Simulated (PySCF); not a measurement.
Working with the constants of BI

RHF-CCSD(T) constants of BI, ¹Σ⁺ (singlet), closed shell (PySCF, scalar-relativistic core potentials, basis sets B cc-pVDZ, I cc-pVDZ-PP with ECP28; masses 11.0093 and 126.9045 u):

```
ωe              : 579.9 cm⁻¹
ωexe            : 2.84 cm⁻¹
Be              : 0.35669 cm⁻¹
αe              : 0.00269 cm⁻¹
D (centrifugal) : 5.4e-07 cm⁻¹
De to B + I     : 3.42 eV
```

(1) Give the vibrational terms G(v) and spacings up to v = 6.

(2) How well does the Morse estimate ωe²/(4ωexe) reproduce De, and what is D0?

Correlated steps freeze 5 core orbitals. Correlated levels converge slowly with the basis: in double zeta they bind strong bonds too weakly, by up to about 1 eV, and carry superposition errors of some tenths. These are scalar-relativistic numbers at best; spin–orbit coupling would shift them, the dissociation energy most. Where the molecule has an RHF reference, its open-shell atoms are computed with UHF.

Results:

(1) G(v) = ωe(v+½) − ωexe(v+½)².

```tsv
v	G(v) (cm⁻¹)	G(v) − G(v−1)	Bv (cm⁻¹)
0	289.2		0.3553
1	863.5	574.2	0.3527
2	1432.0	568.5	0.3500
3	1994.9	562.9	0.3473
4	2552.0	557.2	0.3446
5	3103.5	551.5	0.3419
6	3649.4	545.8	0.3392
```

(2) It gives 3.67 eV, 107 % of the computed De. D0 = De − G(0) = 3.42 − 0.04 = 3.38 eV.
